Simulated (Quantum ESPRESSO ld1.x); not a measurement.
Problem. Valence configurations of Cd I (all share [Kr]). Method: Dirac Kohn-Sham, PW91, spin-unpolarised, spherical densities, point nucleus; open shells fill j = l - 1/2 first; computed with ld1.x of Quantum ESPRESSO 7.5. Order these by energy: 4d9 5s1.5 5p1.5; 4d6 5s2 5p4; 4d9 5s2 5p1; 4d7 5s2 5p3; 4d10 5s1.5 5p0.5; 4d10 5s2; 4d7 5s1.5 5p3.5; 4d10 5p2; 4d9.5 5s2 5p0.5; 4d8 5s2 5p2.

Solution. From the lowest, in eV above it: 4d10 5s2 0.000; 4d10 5s1.5 5p0.5 2.228; 4d9.5 5s2 5p0.5 5.577; 4d10 5p2 9.387; 4d9 5s2 5p1 12.156; 4d9 5s1.5 5p1.5 14.824; 4d8 5s2 5p2 28.277; 4d7 5s2 5p3 48.861; 4d7 5s1.5 5p3.5 52.492; 4d6 5s2 5p4 73.662. NIST lists [Kr] 4d10 5s2 as the ground configuration; this level of theory agrees among the configurations tried. The energies are those of spherical spin-averaged densities, not of single terms.
